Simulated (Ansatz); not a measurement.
Z-matrix (Å, degrees):
```
C
H 1 1.0884
H 1 1.0905 2 107.84
S 1 1.8169 2 110.11 3 114.30
H 4 1.3435 1 96.21 2 57.03
S 1 1.8169 2 110.11 3 -114.30
H 6 1.3435 1 96.21 2 -57.03
```
Charge 0, multiplicity 1.

Calculation: Ansatz (a quantum-chemistry and plane-wave program) with frozen-core CCSD(T)/cc-pVTZ // r2SCAN-D4/def2-TZVP.

```json
{
  "HF energy": "-835.29746 Ha",
  "MP2 correlation energy": "-0.53376 Ha"
}
```

### Question
Estimate the CCSD correlation energy, the (T) correction, the total energy and the T1 diagnostic.

### Answer

```json
{
  "CCSD correlation energy": "-0.57864 Ha",
  "(T) correction": "-0.02570 Ha",
  "CCSD(T) total energy": "-835.90180 Ha",
  "T1 diagnostic": "0.010"
}
```
